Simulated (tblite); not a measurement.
Species: C6H4Cl (doublet state).
SMILES with atom numbers: `[CH3:1][C:2]#[C:3][C:4]#[C:5][CH:6][Cl:7]` (hydrogens: H8, H9, H10 on C1; H11 on C6)

The geometry is computed with GFN2-xTB (gas phase). This method treats the open shell by occupation alone, without spin polarisation.

**Question.** List the bond lengths and angles at this level.

**Answer.** 
```tsv
bond	length (Å)	order
C1–C2	1.438	single
C2≡C3	1.216	triple
C3–C4	1.336	single
C4≡C5	1.236	triple
C5–C6	1.339	single
C6–Cl7	1.722	single
C1–H8, C1–H9, C1–H10	1.091	single
C6–H11	1.076	single
```

Bonds in one row agree within 0.01 Å and their mean is given. Orders are formal, as drawn. A selection of angles:
```tsv
angle	degrees
C2–C1–H8	110.2
H8–C1–H9	108.6
C1–C2–C3	179.8
C2–C3–C4	179.4
C3–C4–C5	177.9
C4–C5–C6	177.5
C5–C6–Cl7	121.7
C5–C6–H11	123.2
Cl7–C6–H11	115.1
```

The C–C distances run from 1.216 Å (C2≡C3, drawn triple) to 1.438 Å (C1–C2, drawn single), a spread of 0.222 Å. The 7 heavy atoms lie in one plane (0.001 Å rms). C6 (carbon bonded to C, Cl and H) is planar (angles 123.2°, 121.7° and 115.1°, sum 360.0°, 0.00 Å off the plane of its three neighbours).

Point group: near Cs, missed by 0.14 Å at most; the miss may be what the optimiser left on a soft mode. Its lowest GFN2-xTB frequency is 9i cm⁻¹, too small to tell a flat minimum from a shallow saddle.
